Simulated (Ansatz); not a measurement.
[Se3]2- (Se₃²⁻). Total charge -2; singlet. Geometry r2SCAN-D4/def2-TZVPD.

```xyz
3

Se    1.5905   -0.7303   -1.0730
Se   -0.1624    0.7522   -0.4015
Se   -1.4281   -0.0219    1.4746
```

A multiply charged anion in the gas phase is held together partly by the finite basis. At revPBE-D4/def2-TZVPD, BLYP-D4/def2-TZVPD, PBE0-D4/def2-SVPD, ωB97X-V/def2-TZVPD and others the highest occupied level of the charge -2 singlet lies above zero (up to 4.61 eV). The electron is either unbound and held by the finite basis, or the level is raised by self-interaction error.

(1) Estimate the orbital energies around the gap (eV) in Ansatz with revPBE-D4/def2-TZVPD, BLYP-D4/def2-TZVPD, PBE0-D4/def2-SVPD, ωB97X-V/def2-TZVPD, ωB97M-V/def2-TZVPD.

Answers

(1) 
| orbital | revPBE-D4/def2-TZVPD | BLYP-D4/def2-TZVPD | PBE0-D4/def2-SVPD | ωB97X-V/def2-TZVPD | ωB97M-V/def2-TZVPD |
| --- | --- | --- | --- | --- | --- |
| HOMO−13 | -43.73 | -43.76 | -48.24 | -50.19 | -50.55 |
| HOMO−12 | -43.73 | -43.76 | -48.24 | -50.19 | -50.55 |
| HOMO−11 | -43.73 | -43.76 | -48.24 | -50.19 | -50.55 |
| HOMO−10 | -43.73 | -43.76 | -48.24 | -50.19 | -50.55 |
| HOMO−9 | -9.06 | -9.05 | -11.18 | -14.06 | -13.89 |
| HOMO−8 | -6.85 | -6.86 | -8.71 | -11.51 | -11.40 |
| HOMO−7 | -5.09 | -5.15 | -6.71 | -9.35 | -9.32 |
| HOMO−6 | 0.36 | 0.46 | -0.66 | -2.61 | -2.51 |
| HOMO−5 | 1.09 | 1.17 | 0.09 | -2.03 | -1.95 |
| HOMO−4 | 1.83 | 1.92 | 0.72 | -1.71 | -1.61 |
| HOMO−3 | 3.37 | 3.43 | 2.52 | 0.31 | 0.39 |
| HOMO−2 | 3.43 | 3.49 | 2.54 | 0.53 | 0.60 |
| HOMO−1 | 3.50 | 3.56 | 2.70 | 0.64 | 0.71 |
| HOMO | 4.57 | 4.61 | 3.77 | 1.72 | 1.78 |
| LUMO | 5.27 | 5.30 | 6.08 | 6.66 | 6.12 |
| LUMO+1 | 5.34 | 5.36 | 6.27 | 6.67 | 6.19 |
| LUMO+2 | 6.04 | 6.09 | 7.34 | 7.41 | 6.84 |
| LUMO+3 | 6.25 | 6.28 | 7.50 | 8.01 | 7.52 |
| LUMO+4 | 6.54 | 6.55 | 8.08 | 8.01 | 7.55 |
| LUMO+5 | 6.59 | 6.58 | 8.27 | 8.03 | 7.60 |
